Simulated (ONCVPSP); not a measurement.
**Ca (Z = 20): variants of one ONCV potential**

Base potential:

- Element: calcium (Ca)
- Generator: ONCVPSP 4.0.1
- Type: optimised norm-conserving Vanderbilt (ONCV)
- Functional: LDA (Perdew-Wang 92)
- Relativity: scalar-relativistic
- Frozen core: [Ne]
- Valence charge: 10
- Reference configuration: 3s2 3p6 4s2
- Partial waves: 3s+4s: rc 1.95 bohr, ncon 3, nbas 7, qcut 5.2 1/bohr, 2 projectors; 3p: rc 1.45 bohr, ncon 5, nbas 8, qcut 9.7 1/bohr, 2 projectors, debl 3.2 Ha; d scattering state at 0.07 Ha: rc 1.95 bohr, ncon 3, nbas 7, qcut 4.3 1/bohr, 3 projectors, debl 2 Ha
- Local potential: polynomial inside 1.20 bohr (lpopt 5, dvloc0 0 Ha)
- Core correction: none

In the d channel the program set the typed energies aside and used -0.078, 1.922, 3.922 Ha.

Cutoffs, loose and tight: the cutoffs (Ha) at which the residual kinetic energy of the hardest occupied pseudo-wave falls to 1 and 0.1 mHa per electron. They do not see the model core or the augmentation charge, which bear on the density cutoff. Test errors are all-electron minus pseudo excitation energies from the reference, over the configurations 3s2 3p6 4s1; 3s2 3p6 4s0; 3s2 3p6 4s1.5; 3s2 3p6 3d0.5 4s1.5. A dash means not determined; rows that change the core or the reference have their own tests.

For the base: The cutoffs count occupied waves only; projector 3 of the d channel, the hardest unoccupied one, needs 83 Ha at the loose tolerance.

```csv
change,outcome,"cutoff, loose","cutoff, tight",bound ghosts,GHOST(+) flags above zero,largest test error (meV)
base,"generated, projector energies reset by the program",28 Ha,37 Ha,none,d,+14
"all radii scaled by about 0.78 (s 1.52, p 1.12, d 1.52 bohr); local potential polynomial inside 0.94 bohr (lpopt 5, dvloc0 0 Ha)","generated, projector energies reset by the program",30 Ha,57 Ha,none,d,+7.6
"all radii scaled by about 1.12 (s 2.18, p 1.62, d 2.18 bohr); local potential polynomial inside 1.34 bohr (lpopt 5, dvloc0 0 Ha)","generated, projector energies reset by the program",22 Ha,33 Ha,none,d,+18
"all radii scaled by about 1.21 (s 2.36, p 1.76, d 2.36 bohr); local potential polynomial inside 1.46 bohr (lpopt 5, dvloc0 0 Ha)","generated, projector energies reset by the program",15 Ha,30 Ha,none,none,+23
```

(1) What comes out with this change to the base: all radii scaled by about 0.90 (s 1.76, p 1.30, d 1.76 bohr); local potential polynomial inside 1.08 bohr (lpopt 5, dvloc0 0 Ha)?

(2) What comes out with this change to the base: all radii scaled by about 1.30 (s 2.54, p 1.88, d 2.54 bohr); local potential polynomial inside 1.56 bohr (lpopt 5, dvloc0 0 Ha)?

Answers

(1) outcome: generated, projector energies reset by the program; cutoff, loose: 30 Ha; cutoff, tight: 40 Ha; bound ghosts: none; GHOST(+) flags above zero: none; largest test error (meV): +10.

(2) outcome: generated, projector energies reset by the program; cutoff, loose: 14 Ha; cutoff, tight: 27 Ha; bound ghosts: none; GHOST(+) flags above zero: none; largest test error (meV): +27.

Reading the sweep of the scale of all radii (base = 1) (base included, trends over the rows without a ghost): The loose cutoff falls from 30 Ha at 0.78 to 14 Ha at 1.3. A larger radius leaves more room for a smooth pseudo-wave, so fewer plane waves are needed; a smaller one forces it to follow the all-electron wave where it bends sharply. The median size of the test errors (rows with all tests solved) stays near 1.7 meV.
